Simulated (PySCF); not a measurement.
**Dipole moment and polarisability of (F3Si)2NH**

Species: (F3Si)2NH.
Geometry (PBE0-D3(BJ)/def2-SVP, Å), atoms numbered from 1 in this order:
```xyz
10
F6HNSi2 angstrom
Si    -1.0494   -0.7720   -0.7960
F     -1.7465   -0.3354   -2.1630
F     -2.1930   -1.3968    0.1245
F      0.0308   -1.9165   -1.0547
N     -0.2629    0.5710   -0.1066
Si     1.1554    0.5700    0.8360
F      2.5009    0.5771   -0.0208
F      1.1838   -0.7398    1.7451
F      1.1730    1.8818    1.7443
H     -0.6673    1.4838   -0.3043
```

Level: wB97X-D/def2-SVPD (PySCF), static field, nuclei fixed, core orbitals frozen in the response. The polarisability tensor in these axes (au):

```
x   50.69  2.60  3.82
y    2.60 48.35  1.98
z    3.82  1.98 47.94
```

Give the principal values, the mean and the anisotropy Δα = √{½[(α1 − α2)² + (α2 − α3)² + (α1 − α3)²]}.

Principal values 45.25, 46.76 and 54.98 au; mean 49.00 au = 7.26 Å³ = 8.08 × 10⁻⁴⁰ C²·m²/J; Δα = 9.07 au (19 % of the mean).

What is the dipole moment, and where does it point?

(-0.89, 1.92, -0.41) D, 2.15 D in size, pointing from the negative to the positive side. Measured along this direction, the outermost atoms are F4 and F8 at the negative end and H10 at the positive end.

Directions of the eigenvectors, and the extent of the frame along each?

Largest value along (0.73, 0.44, 0.52), where the nuclei span 5.15 Å; middle along (-0.40, 0.89, -0.19), 3.18 Å; least along (-0.55, -0.07, 0.83), 2.84 Å. The response follows the extents in order.

Molar refractivity from α?

Lorentz–Lorenz: R = (4π/3)N_A α = 2.5225 cm³/(mol·Å³) × 7.26 Å³ = 18.3 cm³/mol, in the limit of long wavelengths.

Give the eigenvalues of the traceless quadrupole moment Θ = ½Σq(3rr − r²1), origin at the centre of nuclear charge.

-5.33, -1.26, 6.58 D·Å. The values depend on the origin, since the dipole doesn't vanish. The electronic extent ⟨r²⟩ about the same centre is 1636 bohr², a root-mean-square distance of 2.26 Å for the 90 electrons.

Geometry: PBE0-D3(BJ)/def2-SVP; no solvent, vibrations or thermal averaging.
